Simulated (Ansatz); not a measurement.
Two isomers of C6H16O4Zr: A = `CC[O][Zr]([OH])([O]CC)[O]CC`, B = `CC(C)[O][Zr]([OH])([OH])[O]C(C)C`.

Computed with Ansatz on PBE0-D4/def2-TZVP structures; ΔE is electronic, products minus reactants. CCSD(T)/CBS adds triple-zeta CCSD(T) − MP2 to the extrapolated MP2 energy (def2 sets, frozen cores). Functionals use def2-TZVPP. B3LYP here is the variant with VWN-RPA as its local correlation; programs differ in this. Elements past krypton have def2 core potentials. For Zr outer-core shells are correlated without core-valence functions, which leaves a few kJ/mol of doubt a bond. Each species was taken in one conformer, which may not be the lowest.

Which is lower in electronic energy at CCSD(T)/CBS, and by how much? (Estimate.)

The calculation gave: B, by 16.7 kcal/mol.

Give E(B) − E(A) in kcal/mol with CCSD/def2-TZVPP, B2PLYP, BLYP-D4, B3LYP-D4, MP2/def2-TZVPP, HF/def2-TZVPP, PBE0-D4. (Estimate.)

The calculation gave: CCSD/def2-TZVPP -15.1, B2PLYP -13.6, BLYP-D4 -12.8, B3LYP-D4 -13.4, MP2/def2-TZVPP -17.2, HF/def2-TZVPP -11.4, PBE0-D4 -14.5. None reverses the order clearly.

Largest T1 diagnostic: 0.015.

In def2-TZVPP, CCSD(T) changes the Hartree–Fock value by −4.2 kcal/mol (the triples alone add −0.4 kcal/mol) and MP2 by −5.8 kcal/mol. From BLYP to BHLYP (50 % exact exchange), in def2-TZVPP and without D4, E(B) − E(A) moves by −2.2 kcal/mol.
